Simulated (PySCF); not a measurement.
Xe²⁺ (xenon, charge +2): UHF calculation

Configuration: [Kr] 4d10 5s2 5p4, high-spin 3P determinant. All numbers are calculated (PySCF 2.14, scalar relativity through the core potential, in aug-cc-pwCVDZ-PP with ECP28MDF (6s5p4d1f, 48 functions)).

```json
{
  "Total energy": "-327.127482 hartree",
  "One-electron energy": "-551.9457 hartree",
  "Hartree (Coulomb) energy": "246.9122 hartree",
  "Exchange energy": "-22.0939 hartree",
  "⟨S²⟩": "2.0065",
  "⟨L²⟩": "2.020",
  "Sum of ⟨r⟩": "26.95 bohr",
  "Sum of ⟨r²⟩": "41.44 bohr²",
  "Traceless quadrupole moment −½Σ⟨3z² − r²⟩ along its main axis": "-2.16 e·bohr²"
}
```

| shell | electrons | mean orbital energy (eV) | spread (eV) | rms radius, mean of both spins (bohr) |
| --- | --- | --- | --- | --- |
| 4s α | 1 | -250.15 | 0 | 0.767 |
| 4s β | 1 | -249.53 | 0 | 0.767 |
| 4p α | 3 | -188.42 | 0.876 | 0.820 |
| 4p β | 3 | -187.81 | 0.139 | 0.820 |
| 4d α | 5 | -93.920 | 0.904 | 0.932 |
| 4d β | 5 | -93.464 | 0.505 | 0.932 |
| 5s α | 1 | -48.752 | 0 | 1.92 |
| 5s β | 1 | -43.071 | 0 | 1.92 |
| 5p α | 3 | -32.326 | 1.804 | 2.24 |
| 5p β | 1 | -29.882 | 0 | 2.24 |

Energies and moments cover only the electrons outside the core potential.
